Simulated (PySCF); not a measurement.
Two-component Hartree-Fock for Ca (calcium, neutral)

Start: [Ar] 3d1 4s1; 3d5/2 filled at m_j = +5/2; 4s1/2 filled at m_j = +1/2. Calculated with PySCF 2.14 in x2c-TZVPall-2c with one added diffuse shell each of s, p, d type (7s8p4d, 51 functions): generalised Hartree-Fock with the X2C-1e Hamiltonian and a Gaussian nucleus; one run each with spin-orbit coupling (SO) switched off, then screened by Boettger's factors. This is a chosen level, not necessarily the ground level.

```csv
spinor shell,electrons,"ε, spin-free (eV)","ε, screened SO (eV)",weight of nominal j (screened SO),"rms radius, screened SO (bohr)"
1s1/2,2,-4083.0,-4083.0,1.000,0.0888
2s1/2,2,-459.47,-459.47,1.000,0.393
2p1/2,2,-369.02,-371.58,1.000,0.360
2p3/2,4,-369.02,-367.77,1.000,0.363
3s1/2,2,-59.443,-59.447,1.000,1.25
3p3/2,4,-34.615,-34.498,0.893,1.40
3p1/2,2,-34.615,-34.865,0.785,1.39
4s1/2,1,-5.466,-5.467,1.000,4.62
3d5/2,1,-3.096,-3.095,1.000,4.24
```

```json
{"quantity": "E (hartree)", "spin-free": "-679.52852", "screened SO": "-679.53187"}
{"quantity": "M_J", "spin-free": "3", "screened SO": "3"}
{"quantity": "⟨J²⟩", "spin-free": "12.002", "screened SO": "12.002"}
{"quantity": "⟨L²⟩", "spin-free": "6.001", "screened SO": "6.002"}
{"quantity": "⟨S²⟩", "spin-free": "2.001", "screened SO": "2.001"}
```

Each row is a mean over spinors that exchange with the open shell spreads, by up to 1.668 eV (3p3/2).

Rows whose weight is well below 1 are mixtures of j = l ± 1/2: exchange outweighs spin-orbit coupling there, and the label is only the starting occupation.

Without spin-orbit coupling the j labels of p, d and f shells carry no meaning; the spin-free column gives the mean over the occupied spinors of each nl shell.
